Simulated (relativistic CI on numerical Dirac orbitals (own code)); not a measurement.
What each ingredient does to the levels of Re

Base calculation: Dirac-Coulomb-Breit CI, separate exchange-only KLI orbitals for each configuration, a model potential for QED, valence Slater integrals scaled by 0.85, P86 correlation energy added to each configuration.

Configurations in the expansion (outside the closed core [Xe] 4f14): 5d⁵6s², 5d⁶6s, 5d⁵6s6p, 5d⁶6p, 5d⁵6s6d, 5d⁷, 5d⁴6s²6p, 5d⁵6s6f, 5d⁶6d, 5d⁴6s²5f, 5d⁶5f, 5d⁴6s²5g, 5d⁶6f, 5d⁶5g, 5d⁵6s7s, 5d⁶7s, 5d⁵6s7p, 5d⁶7p, 5d⁴6s²8s, 5d⁴6s²7d, 5d⁴6s²8p, 5d⁴6s²7s, 5d⁵6s8s, 5d⁴6s6p7s, 5d⁴6s²9s, 5d⁵6s5f, 5d³6s²7s², 5d³6s6p7s², 5d³6s6d7s², 5d²6s²6p7s², 5d³6s6f7s², 5d²6s²5f7s², 5d⁵7s², 5d⁴6p7s², 5d⁴5f7s². Double excitations out of closed p, d and f shells are left out; levels of such configurations are missing from the list, as are those of other unlisted configurations, and high levels can miss mixing partners.

The lowest level and the first level of each name with at least 55 % of one term (blank where a level has no safe partner in the second run):

```
         Level  Base (cm⁻¹)  Shift (cm⁻¹)
  5d⁵6s² ⁶S5/2          0.0           0.0
   5d⁶6s ⁶D9/2       8078.0        -843.2
5d⁵6s6p ⁸P°5/2       9307.7        -928.9
   5d⁶6s ⁶D7/2      10192.9        -810.7
   5d⁶6s ⁶D5/2      10561.2        -419.8
5d⁵6s6p ⁸P°7/2      10938.5        -800.4
   5d⁶6s ⁶D3/2      11484.3        -486.8
   5d⁶6s ⁶D1/2      12057.6        -536.6
5d⁵6s6p ⁸P°9/2      13554.7        -964.7
  5d⁵6s² ⁴G5/2      15070.5              
 5d⁵6s² ⁴G11/2      16283.0        -706.8
  5d⁵6s² ⁴G9/2      16552.4        -697.0
  5d⁵6s² ⁴D1/2      18990.0        +159.1
5d⁵6s6p ⁶P°7/2      21010.7       +3397.3
```

For a near-neutral ion this model can misplace configurations by up to about 10,000 cm⁻¹ (more where the count of f electrons changes) and terms by 10 to 25 % of their spread. Rates follow the energies as ν³ (E1, M1) or ν⁵ (E2), so they and the lifetimes can be off by large factors. The fine structure of a lone outer electron comes out too small, for d and f at times inverted, and misplaced configurations move strength between like terms. 11 of the 18 excited levels that our extract of the measured tables holds in this range could be paired (the sources list more); they are missed by 5645 cm⁻¹ on average and 10077 at most, and levels without a partner can miss by more. Some levels of the ground configuration have no partner and can miss by 10 % or more.

Task: One thing was changed in a second run, which moved the levels as shown. Which?
A. Breit term removed
B. one mean potential for all configurations
C. no correlation estimate
D. QED terms removed
E. only the first 3 configurations
F. self-excluded LDA correlation estimate

Result: E. Only the first 3 configurations. With fewer configurations the levels that remain lose their mixing partners.

LS names give the leading component of a level, which can be under half, so a name can repeat, a term be missing and a line seem to break the LS rules.
